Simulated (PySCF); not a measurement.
Ionisation energy of O⁺ by level of theory

O⁺ [He] 2s2 2p3 (4S) → O²⁺ [He] 2s2 2p2 (3P), as a difference of total energies. All numbers are calculated (PySCF 2.14, the non-relativistic Hamiltonian (point nucleus), in aug-cc-pwCVDZ). Correlated levels: valence: 1s2 frozen; valence and next inner shell: nothing frozen. The calculations carry no spin-orbit coupling.

```
                                method  ionisation energy (eV)
                                   UHF                  34.530
                                   LDA                  35.574
                                   PBE                  35.275
                                  PBE0                  35.295
                                r2SCAN                  35.469
                                 M06-L                  35.344
                               r2SCANh                  35.454
                                  BP86                  35.270
                                PBEsol                  35.264
                         MP2 (valence)                  34.985
                     SCS-MP2 (valence)                  34.774
    MP2 (valence and next inner shell)                  34.999
SCS-MP2 (valence and next inner shell)                  34.781
```

**Question.** How much does correlation contribute at MP2 (valence and next inner shell)?

**Answer.** 34.999 − (34.530) = 0.469 eV, measured against UHF.

A first-order spin-orbit estimate (lowest level to lowest level, LS coupling) adds -0.025 eV.

Errors of the correlated levels include the incompleteness of this basis and the frozen core.

For comparison: 35.121 eV (measured; NIST Atomic Spectra Database, ionization energies).
